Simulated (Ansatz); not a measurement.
Gas-phase electronic energies from Ansatz, PBE0-D4/def2-TZVP geometries. CCSD(T)/CBS adds triple-zeta CCSD(T) − MP2 to the extrapolated MP2 energy (def2 sets, frozen cores). DFT in def2-TZVPP. B3LYP here is the variant with VWN-RPA as its local correlation; programs differ in this. def2 core potentials past Kr. For I outer-core shells are correlated without core-valence functions, which leaves a few kJ/mol of doubt a bond. Each species was taken in one conformer, which may not be the lowest.

Consider the ligand exchange at the Si–I bond: `F[SiH2]I` + `BC(=C)S` → `BC(=C)S[SiH2]F` + HI.

```
             level  ΔE (kcal/mol)  difference from CCSD(T)/CBS
            PBE-D4            5.6                         -0.8
         r2SCAN-D4            6.0                         -0.4
           PBE0-D4            5.9                         -0.5
          B3LYP-D4            5.6                         -0.8
           ωB97X-V            5.7                         -0.7
           ωB97M-V            5.6                         -0.8
            B2PLYP            6.6                          0.2
               PBE            6.7                          0.3
            r2SCAN            6.4                          0.0
              PBE0            6.9                          0.5
             B3LYP            7.2                          0.8
     HF/def2-TZVPP            8.4                          2.0
    MP2/def2-TZVPP            6.0                         -0.4
SCS-MP2/def2-TZVPP            6.1                         -0.3
   CCSD/def2-TZVPP            5.5                         -0.9
CCSD(T)/def2-TZVPP            5.0                         -1.4
     HF/def2-QZVPP            8.6                          2.2
    MP2/def2-QZVPP            6.8                          0.4
SCS-MP2/def2-QZVPP            6.8                          0.4
      HF/CBS(def2)            8.6                          2.2
     MP2/CBS(def2)            7.3                          0.9
    CCSD/CBS(def2)            6.9                          0.5
       CCSD(T)/CBS            6.4                            0
```

Largest T1 diagnostic among the species: 0.012.

In def2-TZVPP, CCSD(T) changes the Hartree–Fock value by −3.3 kcal/mol (the triples alone add −0.5 kcal/mol) and MP2 by −2.4 kcal/mol. The D4 term adds −1.7 kcal/mol with B3LYP and −1.0 kcal/mol with PBE0; it sums over pairs of atoms, weighted by their polarisabilities, and B3LYP, whose exchange is more repulsive, gets the larger term.
